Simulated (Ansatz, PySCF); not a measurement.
C3H7O, SMILES [CH2]COC, multiplicity 2. Atoms are numbered in the order given.

```xyz
11

C      1.4127    -0.0767     0.8093
C      0.6207    -0.5868    -0.3481
O     -0.4128     0.2873    -0.7590
C     -1.4764     0.3665     0.1610
H      1.9813    -0.7603     1.4463
H      1.5949     0.9987     0.8987
H      1.2692    -0.7022    -1.2402
H      0.2163    -1.5977    -0.1235
H     -1.1472     0.7397     1.1502
H     -2.2158     1.0650    -0.2552
H     -1.9609    -0.6200     0.3105
```
Charge 0, spin multiplicity 2.

Geometry: TPSSh-D3(BJ)/def2-SVP. The isomer is the one that the SMILES or the coordinates give; other isomers of the formula were not compared. One conformer was computed; it need not be the lowest.

Two levels are set side by side: PBE-D3(BJ)/def2-SVP (Ansatz, a quantum-chemistry and plane-wave program) and TPSSh-D3(BJ)/def2-SVP (PySCF). Each level has its own optimised geometry; the coordinates shown are those of the second. Frequencies come from the Hessian of PySCF at each geometry. Differences are taken from unrounded values.

```csv
quantity,TPSSh-D3(BJ),PBE-D3(BJ),PBE-D3(BJ) minus TPSSh-D3(BJ)
mean bond length (Å),1.204,1.210,0.006
bond C1–C2 (Å),1.492,1.489,-0.003
bond C2–O3 (Å),1.415,1.416,0.001
bond O3–C4 (Å),1.409,1.409,0.001
bond C1–H5 (Å),1.094,1.101,0.007
bond C1–H6 (Å),1.094,1.102,0.007
bond C2–H7 (Å),1.109,1.120,0.011
bond C2–H8 (Å),1.112,1.123,0.011
bond C4–H9 (Å),1.107,1.117,0.009
bond C4–H10 (Å),1.099,1.108,0.009
bond C4–H11 (Å),1.109,1.119,0.010
highest harmonic wavenumber (cm⁻¹),3254,3196,-58
mean harmonic wavenumber (cm⁻¹),1510,1467,-43
zero-point energy (kcal/mol),58.28,56.61,-1.67
```

GGA bonds tend to be longer and softer than those of functionals with exact exchange. Differences between two approximate levels are no errors against the true value.
